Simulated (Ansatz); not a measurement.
Born–Oppenheimer molecular dynamics of Cl2H3O3Ta (9 atoms, charge 0, multiplicity 1). It starts from a relaxed structure.

The calculation used Ansatz, RHF/def2-SVP.

| Quantity | Value |
| --- | --- |
| ensemble | NVT, Nosé–Hoover chain |
| time step | 0.5 fs |
| steps asked | 250 |
| set temperature | 1000 K |
| thermostat | time constant 100 fs, chain length 3 (defaults) |
| seed | 674368 |

First frame:

```xyz
9
Properties=species:S:1:pos:R:3
Ta -0.140 -0.071 -0.015
Cl 2.209 -0.122 -0.063
Cl -0.043 0.069 2.416
O -0.245 -0.179 -1.864
H -0.212 -0.238 -2.803
O -1.045 1.578 0.041
H -1.327 2.099 0.780
O -1.112 -1.665 0.232
H -1.412 -2.083 1.027
```

Q: How far do the bonds stretch over the last three quarters of this one trajectory? (Pairs bonded in most of those frames.)

A: 
| bond | mean (Å) | spread (Å) | shortest | longest |
| --- | --- | --- | --- | --- |
| Ta1–Cl2 | 2.345 | 0.043 | 2.28 | 2.41 |
| Ta1–Cl3 | 2.421 | 0.068 | 2.33 | 2.53 |
| Ta1–O4 | 1.891 | 0.012 | 1.87 | 1.91 |
| Ta1–O6 | 1.867 | 0.024 | 1.82 | 1.91 |
| Ta1–O8 | 1.904 | 0.043 | 1.83 | 1.97 |
| O4–H5 | 0.949 | 0.029 | 0.90 | 1.00 |
| O6–H7 | 0.948 | 0.034 | 0.89 | 1.00 |
| O8–H9 | 0.963 | 0.070 | 0.86 | 1.07 |

Pairs bonded in part of these frames only: Ta1–H5 13 %, Ta1–H9 24 %.

Mean temperature of the second half: 593 K. The conserved energy stayed within 2.3 meV per atom of its start (net change 0.32 meV per atom), so the integration is sound. The mean temperature of the second half is 41 % below the set value. A run of 0.12 ps of so small a system gives no equilibrium averages.

Time of the run: 3.6 min on 4 threads of Intel(R) Xeon(R) 6975P-C (Granite Rapids), with other jobs on the host, peak memory 0.32 GiB.
